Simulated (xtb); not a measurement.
Zn(SH)(OSiH3) (H₄OSSiZn), SMILES [SH][Zn][O][SiH3]. All values are semi-empirical tight-binding results from xtb (GFN2-xTB unless named), good for trends rather than for accurate numbers. Geometry: GFN2-xTB. Other conformers were not sampled.

Optimised geometry:

```xyz
8

Zn    -0.2255     0.1424     0.4423
S     -1.6135     1.6608     1.2313
H     -1.5831     1.3068     2.5046
O      0.6985    -0.5435    -0.8519
Si     1.6361    -1.5868    -1.6470
H      0.7666    -2.6073    -2.2416
H      2.5785    -2.2068    -0.7067
H      2.3240    -0.7730    -2.6504
```

For metal compounds this method's bond lengths and energies can be far off.

The orbital gap is 2.88 eV and the zero-point energy is 21.7 kcal/mol. The G − E(el) at 298.15 K (modified RRHO) is 0.0 kcal/mol.

Computed atomic charges and the Wiberg bond orders between heavy atoms:
charges (e) Zn1 0.34, S2 -0.28, H3 0.19, O4 -0.49, Si5 0.50, H6 -0.09, H7 -0.10, H8 -0.08. Bond orders Zn1–S2 0.94, Zn1–O4 0.85, O4–Si5 1.13.
